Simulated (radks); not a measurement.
These are the eigenvalues of the occupied orbitals of an atom or ion with whole-number occupations (eV). Method: Dirac Kohn-Sham, relativistic LDA (MacDonald-Vosko exchange, VWN5 correlation), spin-unpolarised, spherical densities, finite nucleus; Fermi nuclear charge, rms radius of each element as measured or else 0.836 A^(1/3) + 0.57 fm; computed with a radial shooting solver on a logarithmic mesh with Libxc functionals.

1s1/2: -38081.01
2s1/2: -6903.989
2p1/2: -6578.764
2p3/2: -6198.515
3s1/2: -2202.790
3p1/2: -2067.023
3p3/2: -1988.685
3d3/2: -1754.193
3d5/2: -1736.881

Which element is it, and in what charge state? The configuration may be excited. Open shells, if any, fill j = l - 1/2 first.

Answer. Z = 56, barium, charge +29: Ba29+ in [Ar] 3d9. The list shows which subshells hold electrons but not how many an open one holds; the 1s level, -1399.5 hartree, gives Z - s = 52.9 by -(Z - s)^2/2, which with screening and relativity narrows Z to a few neighbours, and the depths of the outer levels then fix element, charge and occupations together.
